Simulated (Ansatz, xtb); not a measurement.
# A geometry optimisation of C2H3AlSn with r2SCAN-D4/def2-SVP

The starting geometry of this gas-phase singlet was built from a drawn formula by distance geometry and a force field; its bonds are those of `[C]=[C]=[SnH][AlH2]`.

```yaml
atoms:
  - { symbol: C, position_ang: [-3.8611, -1.4710, -0.8462] }
  - { symbol: C, position_ang: [-2.5474, -1.5421, -0.4576] }
  - { symbol: Al, position_ang: [0.5857, 0.5485, 0.5186] }
  - { symbol: Sn, position_ang: [-0.7940, -1.6785, 0.1088] }
  - { symbol: H, position_ang: [-0.0450, -3.2236, 0.2973] }
  - { symbol: H, position_ang: [2.1162, 0.4914, 1.0170] }
  - { symbol: H, position_ang: [-0.0781, 2.0200, 0.3519] }
```

**Question.** Predict what becomes of its bonds when it is optimised with r2SCAN-D4/def2-SVP.

**Answer.** It rearranges to `[AlH2][C]#[C][SnH]`. Distances that change by over a tenth: C2–Sn4 (1.85 → 2.14 Å). Contacts that open: Al3–Sn4 (2.65 → 5.28 Å). Contacts that close: C1–Al3 (5.07 → 1.91 Å).

The energy falls by 3.58 eV over 65 steps:

| step | E − E(last) (eV) |
| --- | --- |
| 1 | 3.583 |
| 8 | 3.040 |
| 15 | 3.033 |
| 22 | 3.019 |
| 29 | 3.005 |
| 37 | 2.996 |
| 44 | 2.790 |
| 51 | 0.572 |
| 58 | 0.063 |
| 65 | 0.000 |

Final geometry (Å):

```xyz
7

C    -0.4711   -0.5429    0.2185
C    -0.5881   -1.7380    0.5450
Al   -0.3556    1.2832   -0.3232
Sn   -0.5473   -3.7546    1.2554
H    -2.0471   -4.1326    0.3719
H     0.4401    1.6389   -1.6461
H    -1.0546    2.3906    0.5682
```

From the same start GFN2-xTB ends elsewhere, differing in C1–Al3 (2.93 against 1.91 Å here), C1–Sn4 (2.15 against 3.38 Å here), C2–Al3 (2.00 against 3.15 Å here), C2–Sn4 (2.70 against 2.14 Å here), Al3–Sn4 (2.90 against 5.28 Å here), Al3–H5 (1.53 against 5.72 Å here).

The end wasn't checked by frequencies. Atoms past krypton carry core potentials, without spin–orbit terms. Run with Ansatz 0.2.0, 3.7 min on 1 thread of Intel(R) Xeon(R) Platinum 8259CL CPU @ 2.50GHz (Skylake/Cascade Lake) (shared host).
